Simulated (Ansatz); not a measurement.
Consider the formal exchange of groups at a B–C bond: `COCBF` + `CN[SiH](C)N` → `C[SiH](N)BF` + `CNCOC`.

Computed with Ansatz on PBE0-D4/def2-TZVP structures; ΔE is electronic, products minus reactants. CCSD(T)/CBS is the MP2 limit (def2-TZVPP, def2-QZVPP) plus CCSD(T) − MP2 in def2-TZVPP, frozen cores. DFT in def2-TZVPP. B3LYP here is the variant with VWN-RPA as its local correlation; programs differ in this. One conformer a species, not always the lowest.

```tsv
level	ΔE (kJ/mol)	difference from CCSD(T)/CBS
PBE-D4	116.8	-14.2
r2SCAN-D4	130.0	-1.0
PBE0-D4	123.6	-7.4
B3LYP-D4	130.2	-0.8
ωB97X-V	125.9	-5.1
ωB97M-V	135.0	4.0
B2PLYP	131.5	0.5
PBE	115.6	-15.4
r2SCAN	129.7	-1.3
PBE0	122.6	-8.4
B3LYP	128.3	-2.7
HF/def2-TZVPP	137.1	6.1
MP2/def2-TZVPP	136.0	5.0
SCS-MP2/def2-TZVPP	133.3	2.3
CCSD/def2-TZVPP	130.3	-0.7
CCSD(T)/def2-TZVPP	128.1	-2.9
HF/def2-QZVPP	138.2	7.2
MP2/def2-QZVPP	138.0	7.0
SCS-MP2/def2-QZVPP	135.4	4.4
HF/CBS(def2)	138.3	7.3
MP2/CBS(def2)	138.9	7.9
CCSD/CBS(def2)	133.2	2.2
CCSD(T)/CBS	131.0	0
```

Largest T1 diagnostic among the species: 0.012.

From PBE to PBE0 (25 % exact exchange), in def2-TZVPP and without D4, ΔE moves by +6.9 kJ/mol.
